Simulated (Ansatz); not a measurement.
Breaking a bond: B2, triplet.

Methods: ROCCSD(T) = CCSD(T) on ROHF/cc-pVTZ, frozen core in Ansatz (a first-principles code); ROCCSD = Ansatz with CCSD on ROHF/cc-pVTZ, frozen core; FCI = full CI/cc-pVTZ, frozen core run with Ansatz.

Total energies in hartree (comparable only within one method and basis):

```
R / Å  ROCCSD(T)     ROCCSD        FCI
-----  ---------  ---------  ---------
1.21   -49.12189  -49.11551  -49.17334
1.32   -49.19094  -49.18425  -49.24623
1.40   -49.21718  -49.21014  -49.27575
1.47   -49.24895  -49.23805  -49.29046
1.51   -49.25784  -49.24816  -49.29533
1.60   -49.27263  -49.26298  -49.29949
1.65   -49.27714  -49.26748  -49.29873
1.70   -49.27966  -49.26996  -49.29641
1.74   -49.28050  -49.27077  -49.29369
1.82   -49.27978  -49.26998  -49.28662
```

The scan ran from 1.21 to 5.68 Å; beyond the distances shown full CI changes its symmetry label. The T1 diagnostic of CCSD on the restricted reference of ROCCSD(T), ROCCSD exceeds 0.045 at 1.47 to 1.82 Å. At the minimum ROCCSD(T), ROCCSD lies far from FCI: another state is possible. Also computed but left out beside FCI, since their determinant holds another spin at the minimum (<S²> over 0.7 above the pure value): UHF, UMP2, UCCSD, UCCSD(T), UMP2/6-31G*.
